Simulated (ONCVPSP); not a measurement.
# Before and after: ONCV potential for Be

beryllium (Be), optimised norm-conserving Vanderbilt (ONCV), made with ONCVPSP 4.0.1 (PBE, scalar-relativistic). Core none, reference 1s2 2s2. Waves: 1s+2s: rc 0.75 bohr, ncon 4, nbas 8, qcut 17 1/bohr, 2 projectors; p scattering state at 0.22 Ha: rc 0.70 bohr, ncon 4, nbas 9, qcut 14.1 1/bohr, local; d scattering state at 0.39 Ha: rc 0.80 bohr, ncon 5, nbas 9, qcut 12.2 1/bohr, 3 projectors, debl 2.3 Ha. Local part: the p channel. Core correction: none.

Change: s: qcut 23.2; p: qcut 19.2; d: qcut 16.6.

Cutoffs: the cutoffs (Ha) at which the residual kinetic energy of the hardest occupied pseudo-wave falls to 1 and 0.1 mHa per electron; they do not see the model core or the augmentation charge, which bear on the density cutoff. Errors are all-electron minus pseudo energies relative to the spin-unpolarised reference configuration.

Task: What does the change do?

Result: The potential gets harder (100 Ha and 119 Ha → 119 Ha and 142 Ha); a bound ghost appears in d, which as a rule spoils a file; of the 4 tests that both files solve, the error grows in 0 and shrinks in 2 by more than 15 % and 0.3 meV (median size 1.8 → 1.5 meV).

| quantity | base | changed |
| --- | --- | --- |
| cutoff, loose | 100 Ha | 119 Ha |
| cutoff, tight | 119 Ha | 142 Ha |
| bound ghosts | none | d |
| GHOST(+) flags under 300 eV | none | none |
| error for 1s2 2s1, meV [ΔE 9.55 eV] | +0.4 | +0.4 |
| error for 1s2 2s0, meV [ΔE 27.50 eV] | +3.2 | +2.6 |
| error for 1s2 2s1.5, meV [ΔE 3.76 eV] | +0.1 | +0.1 |
| error for 1s1 2s2, meV [ΔE 128.28 eV] | +778 | +588 |
| s: phases at 0.76 bohr within 0.05 rad from the reference energy up to (Ha; the scan ends near 5) | to the end of the scan | to the end of the scan |
| p: phases at 0.71 bohr within 0.05 rad from the reference energy up to (Ha; the scan ends near 5) | to the end of the scan | to the end of the scan |
| d: phases at 0.81 bohr within 0.05 rad from the reference energy up to (Ha; the scan ends near 5) | to the end of the scan | to the end of the scan |

 A true bound ghost makes a file unfit for plane-wave use even where its test errors are small: the radial tests pick states by their node count and pass the ghost by.
